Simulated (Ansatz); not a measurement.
Basis-set series for tin tetrachloride (`[Cl][Sn]([Cl])([Cl])[Cl]`). Charge 0, multiplicity 1. Sn: def2 effective core potential. Geometry: relaxed with PBE0-D4/def2-TZVP.

```csv
functional,basis,functions,energy (Eh),HOMO (eV),LUMO (eV)
PBE0-D4,def2-SVP,98,-2054.10186,-9.63,-3.09
PBE0-D4,def2-TZVPP,218,-2054.75243,-9.78,-3.19
ωB97M-V,def2-SVP,98,-2054.56937,-11.84,-0.92
ωB97M-V,def2-TZVPP,218,-2055.21187,-12.05,-1.12
```

Problem. Give the rows for def2-QZVPP. (An estimate is asked.)

Solution. Computed: 
```tsv
functional	basis	functions	energy (Eh)	HOMO (eV)	LUMO (eV)
PBE0-D4	def2-QZVPP	362	-2054.80900	-9.79	-3.22
ωB97M-V	def2-QZVPP	362	-2055.26579	-12.08	-1.20
```
